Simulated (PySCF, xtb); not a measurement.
Al(F)(Br)(Et) (C2H5AlBrF), SMILES C[CH2][Al]([F])[Br]. Other conformers were not sampled.

Harmonic wavenumbers (cm⁻¹) from xtb 6.7.1 with GFN2-xTB at its own minimum, in rising order: 31, 71, 130, 144, 209, 222, 413, 592, 613, 794, 910, 976, 1038, 1204, 1213, 1411, 1456, 1492, 1494, 2887, 2914, 3003, 3007, 3018.

### Question
What does PBE-D3(BJ)/def2-SVP in PySCF give at its own minimum? (The exact figures need the calculation; the answer reports its results.)

### Answer
20, 85, 148, 166, 236, 246, 418, 584, 604, 850, 901, 934, 1020, 1171, 1195, 1348, 1372, 1423, 1431, 2960, 2967, 3004, 3046, 3060. Paired by order, the mean absolute difference is 33 cm⁻¹ and the zero-point energies are 41.8 and 41.7 kcal/mol.
